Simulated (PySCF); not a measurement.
In(Cl)(OH)2 (ClH2InO2), SMILES [OH][In]([OH])[Cl].

Coordinates come from a PBE0-D3(BJ)/def2-SVP optimisation. The def2 effective core potentials stand for the cores of In; spin–orbit coupling is left out. One conformer was computed; it need not be the lowest.

These are PBE0-D3(BJ)/def2-SVP run with PySCF values and carry that method's errors.

Frequencies are harmonic and unscaled.

```
mode  ν (cm⁻¹)  IR (km/mol)  Raman (Å⁴/amu)  depolarisation  moving atoms (share of kinetic energy)
----  --------  -----------  --------------  --------------  --------------------------------------
1          104         11.7             2.2            0.74                O 44 %, Cl 33 %, In 17 %
2          121         23.4             2.4            0.73                 O 76 %, In 11 %, H 11 %
3          131         22.1             0.1            0.75                O 53 %, In 34 %, Cl 10 %
4          272        190.3             0.4            0.75                                  H 93 %
5          289         14.1             0.5            0.75                           H 91 %, O 8 %
6          375         31.0            10.4            0.19                        Cl 78 %, In 19 %
7          606         42.1            23.6            0.09                                  O 91 %
8          638         81.4             6.2            0.67                         O 81 %, In 17 %
9          831         51.8             1.0            0.72                                  H 94 %
10         854         99.9             1.2            0.75                                  H 93 %
11        3878         85.6           128.6            0.29                                  H 94 %
12        3885         65.7           125.1            0.22                                  H 94 %
```
